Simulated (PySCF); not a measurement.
Polarisability and C₆ of He (helium, neutral)

1s2, closed-shell 1S. Computed with PySCF 2.14 in dyall-acv3z (10s3p2d, 29 functions), with the non-relativistic Hamiltonian (point nucleus). Coupled (time-dependent) response in atomic units; α is the mean over directions.

```csv
method,mean α (bohr³),C₆ (like pair),S(−4)
UHF,1.307,1.367,1.264
PBE,1.526,1.700,1.767
PBE0,1.456,1.591,1.598
PW91,1.512,1.678,1.727
```

S(−4) is the Cauchy moment in α(ω) = α(0) + S(−4) ω² + …

Reference α: 1.384 bohr³ (recommended; Schwerdtfeger and Nagle, table of static dipole polarizabilities (2023 update)). Published C₆: 1.420 (Chu and Dalgarno (2004); Tang, Norbeck and Certain (1976)).

α(iu) at PBE:

```tsv
u (hartree)	α(iu) (bohr³)
0	1.526
0.0500	1.522
0.100	1.509
0.200	1.459
0.300	1.383
0.500	1.189
0.750	0.9397
1.00	0.7337
1.50	0.4630
2.00	0.3127
3.00	0.1673
5.00	0.06931
```

A single London oscillator, α(iu) = α/(1 + u²/ω²), gives C₆ = (3/4) ω α². Matching the computed C₆ needs ω = 4 × 1.700 / (3 × 1.526²) = 0.973 hartree.
